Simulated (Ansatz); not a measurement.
`BBC` + `CO[SiH](O)[SiH2]O` → `B[SiH](O)OC` + `CB[SiH2]O`  (redistribution)

Program: Ansatz. Geometries: PBE0-D4/def2-TZVP. ΔE: electronic, gas phase. CCSD(T)/CBS is the MP2 limit (def2-TZVPP, def2-QZVPP) plus CCSD(T) − MP2 in def2-TZVPP, frozen cores. Functionals use def2-TZVPP. One conformer a species, not always the lowest.

`BBC`:

```xyz
9

B    -0.312    1.192   -1.045
B    -0.360    0.251    0.296
C     0.433   -1.068    0.575
H     0.472    2.093   -1.171
H    -1.088    1.050   -1.951
H    -1.076    0.642    1.189
H     0.976   -1.494   -0.269
H     1.165   -0.829    1.360
H    -0.210   -1.836    1.017
```

`CO[SiH](O)[SiH2]O`:

Cartesian coordinates in Å:
```
C 1.495 -1.299 -0.929
O 0.128 -1.386 -0.591
Si -0.882 -0.091 -0.576
O -2.429 -0.629 -0.512
Si -0.585 1.218 1.347
O 1.050 1.504 1.401
H 2.063 -0.778 -0.152
H 1.885 -2.312 -1.032
H 1.640 -0.771 -1.880
H -0.622 0.682 -1.831
H -2.737 -1.193 -1.224
H -1.345 2.502 1.281
H -1.044 0.509 2.577
H 1.382 2.043 2.120
```

`B[SiH](O)OC`:

Cartesian coordinates in Å:
```
B 1.419 -1.167 -1.392
Si 0.632 0.292 -0.252
O 0.257 1.630 -1.144
O -0.672 -0.444 0.425
C -1.395 0.054 1.528
H 0.850 -1.518 -2.387
H 2.444 -1.724 -1.132
H 1.480 0.853 0.834
H -0.230 1.484 -1.956
H -0.733 0.521 2.266
H -1.919 -0.776 2.005
H -2.134 0.795 1.205
```

`CB[SiH2]O`:

```xyz
11

C    -1.587    0.431    0.380
B    -0.635   -0.677   -0.146
Si    1.340   -0.446   -0.468
O     1.912    1.105   -0.323
H    -1.237    1.458    0.260
H    -1.641    0.238    1.466
H    -2.617    0.343    0.026
H    -1.082   -1.781   -0.316
H     1.684   -0.847   -1.859
H     2.075   -1.365    0.459
H     1.787    1.542    0.520
```

(1) Is it downhill or uphill in electronic energy at CCSD(T)/CBS, and by how much? (An estimate is asked.)

(2) What do these levels give: PBE0-D4, r2SCAN, PBE0, SCS-MP2/def2-TZVPP, CCSD(T)/def2-TZVPP, HF/def2-QZVPP? (Best estimate.)

Largest T1 diagnostic among the species: 0.012.

## Answers

(1) The calculation gave: Uphill: ΔE = +6.0 kcal/mol.

(2) Ansatz gave: PBE0-D4 7.8, r2SCAN 7.9, PBE0 7.4, SCS-MP2/def2-TZVPP 5.2, CCSD(T)/def2-TZVPP 5.4, HF/def2-QZVPP 5.7 kcal/mol.
